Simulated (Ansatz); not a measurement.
Basis-set extrapolation for CH8OSi2, SMILES `CO[SiH2][SiH3]` (PBE0-D4/def2-TZVP geometry, frozen core, Ansatz 0.2.0). Multiplicity 1, RHF reference.

```csv
,def2-TZVPP,def2-QZVPP
HF,-695.347364,-695.371406
MP2 correlation,-0.665973,-0.715077
CCSD(T) correlation,-0.748444,not run
```

Energies in hartree. Use E(X) = E(∞) + A·exp(−7.88·√X) for Hartree–Fock and E(X) = E(∞) + B·X^(−2.97) for correlation, with X = 3 and 4, and add CCSD(T) minus MP2 of the smaller set to the MP2 limit.

Problem. What is the CCSD(T) energy at the basis-set limit?

Solution. HF limit: -695.371406 + (-0.024042) × 0.13774 = -695.37472. MP2 limit: -0.715077 + (-0.049104) × 0.74074 = -0.75145. Higher-order term: -0.748444 − (-0.665973) = -0.08247. Total: -696.20864 hartree, 70.8 kcal/mol below CCSD(T)/def2-TZVPP.
